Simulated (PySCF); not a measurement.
**Vertical excitation energies**

C7H9FO.
SMILES with atom numbers: `[O:1]=[C:2]1[CH2:3][C@@H:4]2[CH2:5][C@H:6]([F:7])[C@H:8]1[CH2:9]2` (hydrogens: H10, H11 on C3; H12 on C4; H13, H14 on C5; H15 on C6; H16 on C8; H17, H18 on C9)

The calculation used TDDFT CAM-B3LYP/def2-SVPD, vertical, gas phase, core orbitals frozen in the response (PySCF). Geometry: PBE0-D3(BJ)/def2-SVP; no solvent, vibrations or thermal averaging.

```tsv
state	λ (nm)	E (eV)	f	main configurations (H = HOMO, L = LUMO)
S1	286.5	4.33	0.0002	H→L (92%)
S2	174.9	7.09	0.011	H→L+1 (75%), H→L+4 (14%)
S3	160.4	7.73	0.047	H→L+4 (37%), H→L+2 (27%), H→L+1 (15%)
S4	158.8	7.81	0.031	H-1→L (29%), H→L+4 (28%), H→L+2 (25%)
S5	157.6	7.87	0.012	H-1→L (52%), H→L+2 (28%)
S6	154.0	8.05	0.0064	H-2→L (64%), H→L+3 (22%)
S7	153.8	8.06	0.0003	H→L+3 (51%), H-2→L (25%)
S8	148.5	8.35	0.040	H-3→L (86%)
S9	145.0	8.55	0.028	H→L+6 (50%), H→L+5 (29%)
S10	143.8	8.62	0.0083	H→L+7 (66%)
```

Triplets, Tamm–Dancoff:

| state | E (eV) | λ (nm) | main configurations (H = HOMO, L = LUMO) |
| --- | --- | --- | --- |
| T1 | 3.79 | 326.9 | H→L (91%) |
| T2 | 6.01 | 206.4 | H-1→L (34%), H-6→L (25%), H-3→L (11%) |
| T3 | 7.00 | 177.2 | H→L+1 (71%), H→L+4 (16%) |
| T4 | 7.62 | 162.8 | H→L+4 (30%), H→L+2 (25%), H→L+1 (15%) |

The lowest singlet comes at 287 nm (417 kJ/mol) in the ultraviolet; it is dark (f under 0.0005); its leading configuration is HOMO→LUMO (92%). The strongest level in the table is S3 at 7.73 eV (160 nm, f = 0.047). S1 has the pattern of n→π* at C=O. Weighted by f, the mean energy of these states is 8.02 eV. The listed states span 4.29 eV, and the widest gap between neighbours is 2.76 eV (S1 to S2). Orbital energies (eV): HOMO-3 -11.16, HOMO-2 -10.81, HOMO-1 -10.67, HOMO -8.57, LUMO 0.54, LUMO+1 1.05, LUMO+2 1.73. All these states lie below the vertical ionisation energy of 9.36 eV (ΔSCF). Only the lowest 10 singlets were computed, as vertical energies without vibronic structure.
